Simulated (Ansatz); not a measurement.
B(Me)(vinyl)(OH) (C₃H₇BO), SMILES C=CB(C)O.

The structure is a stationary point at B3LYP-D3(BJ)/def2-SVP. The values are those of a single conformer.

Two levels are set side by side: PBE/def2-SVPD (Ansatz, a first-principles code) and PBE0/def2-SVPD (Ansatz). Energy differences of separate SCF runs at the same geometry; the states with an electron removed or added have multiplicity 2 and 2. Differences are taken from unrounded values.

| quantity | PBE |
|---|---|
| vertical ionisation energy (eV) | 9.89 |
| vertical singlet–triplet gap (eV) | 3.88 |

### Question
These are the PBE values. What does PBE0 give? (Estimate from the structure and the level; the computed values follow.)

### Answer

```csv
quantity,PBE0,PBE minus PBE0
vertical ionisation energy (eV),10.01,-0.12
vertical singlet–triplet gap (eV),3.73,0.15
```
